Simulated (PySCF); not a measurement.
Carbon: a sound run and one with changed settings

Sound run: C⁺ [He] 2s2 2p1, C²⁺ [He] 2s2. Calculation: PySCF 2.14, in cc-pVTZ (4s3p2d1f, 30 functions); no relativity, point nucleus. In the sound run the correlated levels freeze 1s2. The sound run starts from symmetry-adapted Hartree-Fock orbitals and uses a fine grid where one is needed.

Changed run: all electrons correlated in a basis built for the valence shell.

```
species   method  sound run (hartree)  changed run (hartree)  converged
     C⁺      MP2            -37.34544              -37.35366        yes
     C⁺  CCSD(T)            -37.37042              -37.37851        yes
    C²⁺      MP2            -36.45038              -36.45786        yes
    C²⁺  CCSD(T)            -36.48027              -36.48730        yes
```

Ionisation energy of C⁺:

| method | sound run (eV) | changed run (eV) |
| --- | --- | --- |
| UHF | 24.146 | 24.146 |
| MP2 | 24.356 | 24.376 |
| SCS-MP2 | 24.316 | 24.330 |
| CCSD | 24.191 | 24.222 |
| CCSD(T) | 24.222 | 24.251 |

A valence basis has no tight correlating functions, so it recovers only part of the core correlation, and not evenly between atom and ion.

For comparison, NIST gives 24.383 eV between the lowest levels.
